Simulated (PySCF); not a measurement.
# Distorted geometries of Re2O7

Re2O7 (singlet). PySCF 2.14.0, RKS PBE0, Re def2-SVP with ECP60, O def2-SVP; non-relativistic Hamiltonian with scalar-relativistic core potentials where named; density fitting; no spin-orbit coupling. Relaxed geometry:

```xyz
9

Re   -0.0358    0.4698    1.8181
Re   -0.0358   -0.4698   -1.8181
O    -0.0394    0.0000    0.0000
O    -1.2803    1.5666    2.1465
O    -1.2803   -1.5666   -2.1465
O     1.4357    1.1889    2.2384
O    -0.2584   -0.9006    2.7833
O    -0.2584    0.9006   -2.7833
O     1.4357   -1.1889   -2.2384
```

Task: Order these distorted geometries by energy above the relaxed one, lowest first.
A.
```xyz
9

Re    0.0393    0.4942    1.7529
Re   -0.0581   -0.4760   -1.8254
O     0.0109   -0.0192   -0.0713
O    -1.2313    1.6342    2.3169
O    -1.3369   -1.6548   -1.9788
O     1.4675    1.2026    2.3065
O    -0.3258   -0.9245    2.6935
O    -0.2536    0.9236   -2.8688
O     1.3710   -1.1801   -2.3256
```
B.
```xyz
9

Re    0.0640    0.2911    1.7250
Re   -0.0450   -0.3086   -1.9826
O    -0.0803    0.0514    0.0238
O    -1.1873    1.4237    2.2033
O    -1.3634   -1.4172   -2.0536
O     1.3319    1.4790    2.2657
O    -0.2127   -1.0645    2.8764
O    -0.2070    0.7983   -2.7840
O     1.3828   -1.2532   -2.2741
```
C.
```xyz
9

Re   -0.0774    0.4657    1.7652
Re    0.1317   -0.4736   -1.7864
O    -0.1022    0.0836    0.0050
O    -1.3503    1.5541    2.0237
O    -1.3850   -1.5841   -2.1666
O     1.3428    1.2145    2.4072
O    -0.0463   -0.8190    2.6917
O    -0.3816    0.8898   -2.7441
O     1.5514   -1.3309   -2.1957
```

Result: A (0.86 eV), C (2.50 eV), B (7.77 eV).

Task: Which forces (eV/Å) act in the one that lies 0.86 eV up?

Result: 
```
Re  -4.74  0.98  4.49
Re  -2.85  0.41 -3.84
O    0.32  0.99  1.94
O    3.33 -2.93 -2.34
O    1.88  2.01 -0.08
O    0.14 -0.55 -0.45
O    1.21  2.16 -1.74
O   -0.15 -2.46  1.99
O    0.88 -0.62  0.04
```
Forces carry noise of the integration grid, about 0.01 to 0.03 eV/Å.

No frequency check is given that shows the relaxed geometry to be a minimum, and it was reached by following one of several unstable modes of a saddle point. No other spin state of this charge was computed.
